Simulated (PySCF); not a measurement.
Compound: C5H3N2S (doublet state).
Geometry (GFN2-xTB, Å), atoms numbered from 1 in this order:
```xyz
11
C5H3N2S angstrom
C      3.243    0.374   -0.906
C      2.146    0.096   -0.504
C      0.858   -0.233   -0.030
N      0.715   -1.246    0.837
S     -0.827   -1.438    1.238
C     -1.312   -0.047    0.153
C     -2.589    0.367    0.009
N     -0.216    0.432   -0.418
H      4.200    0.621   -1.259
H     -3.392   -0.114    0.536
H     -2.819    1.190   -0.642
```

The hyperfine couplings belong to this conformer and change with its torsions.

As a line formula: `c1(snc(n1)C#C)[CH2]` [radical].

Computed with UKS B3LYP, pcH-1 on C H N S, non-relativistic, mean-field spin-orbit, GIAO in PySCF. Isolated species at its GFN2-xTB geometry (one conformer only). A GFN2-xTB geometry isn't a minimum of the functional, and hyperfine couplings can be far from their values at a DFT geometry. The SCF solution wasn't tested for stability. ⟨S²⟩ is 0.780 where a pure state has 0.75.

(1) Predict the first-order ENDOR lines of N4, N8, H11, H10 and H9 under fast tumbling at B = 347.9 mT (X band).

(2) Which pairs are centred on the nuclear Larmor frequency, and which on half the coupling?

(3) At what field would the lower line of N4 fall to zero frequency?

Answers

(1) ν± = |νn ± a/2|, one line for each electron-spin manifold; νn = |g_N| × 7.62259 MHz/T × B.

```tsv
nuclei	isotope	g_N	νn (MHz)	a_iso (MHz)	lower line (MHz)	upper line (MHz)
N4	14N	0.4038	1.07	11.79	4.82	6.97
N8	14N	0.4038	1.07	9.33	3.60	5.74
H11	1H	5.5857	14.81	-40.84	5.61	35.23
H10	1H	5.5857	14.81	-40.41	5.39	35.02
H9	1H	5.5857	14.81	3.24	13.19	16.43
```

(2) Centred on νn, since |a| < 2νn: H9. Centred on |a|/2 and split by 2νn: N4, N8, H11 and H10.

(3) Where νn = |a|/2, that is B = 5.89 MHz/(0.4038 × 7.62259 MHz/T) = 1920 mT, as far as first order holds there.

H10 and H11 aren't averaged: C7 is flat or nearly so (angle sum 360°), and its turn about the short C7–C6 bond (1.35 Å) is taken as slow.
